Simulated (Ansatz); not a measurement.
`I[SiH]1CO1` + `CBO` → `CB(O)[SiH]1CO1` + HI at 400 K and 1 bar (formal exchange of groups at the Si–I bond).

Program: Ansatz. Geometries: PBE0-D4/def2-TZVP. ΔE: electronic, gas phase. CCSD(T)/CBS is the MP2 limit (def2-TZVPP, def2-QZVPP) plus CCSD(T) − MP2 in def2-TZVPP, frozen cores. def2 core potentials past Kr. For I outer-core shells are correlated without core-valence functions, which leaves a few kJ/mol of doubt a bond. Each species was taken in one conformer, which may not be the lowest.

| species | CCSD(T)/CBS energy (Eh) | H − E (kJ/mol) | S (J/(mol·K)) |
| --- | --- | --- | --- |
| `I[SiH]1CO1` | -701.56659 | 129.7 | 342.9 |
| `CBO` | -141.08489 | 189.7 | 293.8 |
| `CB(O)[SiH]1CO1` | -544.57357 | 288.7 | 415.3 |
| HI | -298.03592 | 25.7 | 215.0 |

H − E and S are ideal-gas, rigid-rotor, harmonic terms from PBE0-D4/def2-TZVP, for one conformer and one mirror image of each species. 1 Eh = 2625.50 kJ/mol, R = 8.31446 J/(mol·K).

Task: By hand: ΔE, ΔH, ΔS and ΔG.

Result: ΔE = (-544.57357) + (-298.03592) − (-701.56659) − (-141.08489) = 0.04199 Eh = 110.2 kJ/mol. Δ(H − E) = 288.7 + 25.7 − 129.7 − 189.7 = -5.0, so ΔH = 105.2 kJ/mol. ΔS = 415.3 + 215.0 − 342.9 − 293.8 = -6.4 J/(mol·K). ΔG = 105.2 − 400 × (-6.4)/1000 = 107.8 kJ/mol.

Task: By hand: the equilibrium constant, and the temperature at which ΔG would vanish if ΔH and ΔS stayed fixed.

Result: log₁₀ K = −ΔG/(RT ln 10) = -14.1. ΔH and −TΔS have one sign here, so there is no such temperature.

The number of gas molecules stays the same, so ΔS is small and ΔH decides. A doubt of 5 kJ/mol in ΔE shifts log₁₀ K by 0.7 here. Other conformers and mirror images would add mixing entropy, several J/(mol·K) or more a flexible species. Modes under 60 cm⁻¹, often nearly free rotors, make the harmonic entropy too high. These are equilibria of isolated gas molecules and say nothing of rates. Largest T1 diagnostic: 0.015 (customary marks: 0.02 for closed shells, 0.045 for open ones).

ΔS is within the doubt of such terms, so its sign, and with it that verdict, could turn.
